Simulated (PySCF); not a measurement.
## Löwdin shares of the frontier orbitals

Compound: Ge(NMeEt)Cl3, C3H8Cl3GeN.
Structure used (PBE0-D3(BJ)/def2-SVP), in Å, numbered top down from 1:
```
atom  x, y, z in Å
Ge1   -0.3026    0.7368   -1.7622
N2    -0.3284    0.5681    0.0256
C3     0.5657    1.3838    0.8181
C4    -0.7651   -0.6857    0.6190
C5     0.3178   -1.7442    0.7770
H6     0.1076    1.5818    1.8026
H7     1.5552    0.9207    0.9894
H8     0.7269    2.3558    0.3302
H9    -1.2061   -0.4471    1.6046
H10   -1.5918   -1.0847    0.0100
H11   -0.1027   -2.6578    1.2239
H12    0.7568   -2.0109   -0.1968
H13    1.1337   -1.4017    1.4319
Cl14   1.3835   -0.1938   -2.7236
Cl15  -0.2370    2.8099   -2.2821
Cl16  -2.0477   -0.1650   -2.6011
```

Level of theory: TDDFT B3LYP/def2-SVPD, vertical, gas phase, core orbitals frozen in the response in PySCF. Relativistic effects, spin–orbit coupling among them, are left out although an element past zinc is present.

Frontier orbitals with the atoms that hold most of them (Löwdin shares over 4%, at most four atoms; ? is withheld):

| orbital | ε (eV) | atoms |
| --- | --- | --- |
| LUMO+2 | 0.14 | Ge1 13%, C3 12%, C5 11%, Cl14 8% |
| LUMO+1 | 0.10 | Ge1 26%, Cl16 21%, Cl15 18%, Cl14 12% |
| LUMO | -1.83 | Ge1 22%, Cl15 22%, Cl16 22%, Cl14 22% |
| HOMO | ? | ? |
| HOMO-1 | -8.91 | ? |
| HOMO-2 | -9.08 | Cl14 60%, Cl16 20%, Cl15 5%, Ge1 4% |
| HOMO-3 | -9.17 | Cl15 48%, Cl16 33%, Cl14 8% |

Q: Which atoms hold the HOMO-1, and with what shares?

A: Cl14 (bonded to Ge) 48%; Cl15 (bonded to Ge) 26%; Cl16 (bonded to Ge) 25%.

Q: Give the leading atoms of the HOMO.

A: N2 (bonded to 2 C and Ge) 54%; C3 (bonded to N and 3 H) 9%; C4 (bonded to C, N and 2 H) 7%; C5 (bonded to C and 3 H) 6%. By element: nitrogen 54%, carbon 22%.

Q: What is the HOMO energy, and the HOMO–LUMO gap?

A: ε(HOMO) = -6.98 eV; the gap is 5.15 eV (0.1892 hartree).

Q: The HOMO–LUMO gap is 5.15 eV. Where does the response calculation put the lowest singlet, and from which orbitals?

A: S1 is at 4.20 eV (f = 0.014), 0.95 eV below the gap, made of HOMO→LUMO (99%). Without the coupling terms of the response equations the lowest excitation would equal the gap.

Q: Give energy, strength and leading configuration of S1, S2, S3 and S4, and follow the Löwdin shares of the leading atoms from the occupied to the empty orbital.

A: 
- S1 (4.20 eV, f 0.014), HOMO→LUMO (99%): N2 54% → at most 13%, C3 9% → at most 13%, Ge1 at most 6% → 22%, Cl15 at most 6% → 22%
- S2 (5.97 eV, f 0.0015), HOMO-1→LUMO (96%): Cl14 48% → 22%, Cl15 26% → 22%, Ge1 at most 2% → 22%
- S3 (6.02 eV, f 0.0006), HOMO→LUMO+1 (95%): N2 54% → at most 12%, C3 9% → at most 12%, Ge1 at most 6% → 26%, Cl16 at most 6% → 21%
- S4 (6.22 eV, f 0.022), HOMO-2→LUMO (91%): Cl14 60% → 22%, Cl16 20% → 22%, Ge1 4% → 22%, Cl15 5% → 22%

Löwdin shares depend on the basis, the more so with diffuse functions.

One conformer stands for the species.
